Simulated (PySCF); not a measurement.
Dipole response of Pd (palladium, neutral)

[Kr] 4d10, closed-shell 1S. All numbers are calculated (PySCF 2.14, scalar relativity through the core potential, in def2-TZVPPD with the def2 core potential (28 electrons)). Coupled (time-dependent) response in atomic units; α is the mean over directions.

```csv
method,mean α (bohr³),C₆ (like pair),S(−4)
UHF,14.94,70.55,226.7
PBE,20.01,89.86,585.9
PBE0,18.09,83.26,411.5
BLYP,20.35,89.88,643.4
r2SCANh,18.52,86.61,422.1
```

S(−4) is the Cauchy moment in α(ω) = α(0) + S(−4) ω² + …

Reference α: 26.14 ± 0.1 bohr³ (recommended; Schwerdtfeger and Nagle, table of static dipole polarizabilities (2023 update)). Published C₆: 628.0 (Gould and Bucko (2016)).

α(iu) at UHF:

```csv
u (hartree),α(iu) (bohr³)
0,14.94
0.0500,14.41
0.100,13.09
0.200,10.12
0.300,7.975
0.500,5.671
0.750,4.359
1.00,3.629
1.50,2.713
2.00,2.087
3.00,1.290
5.00,0.5899
```

A single London oscillator, α(iu) = α/(1 + u²/ω²), gives C₆ = (3/4) ω α². Matching the computed C₆ needs ω = 4 × 70.55 / (3 × 14.94²) = 0.421 hartree.

Energies and moments cover only the electrons outside the core potential.
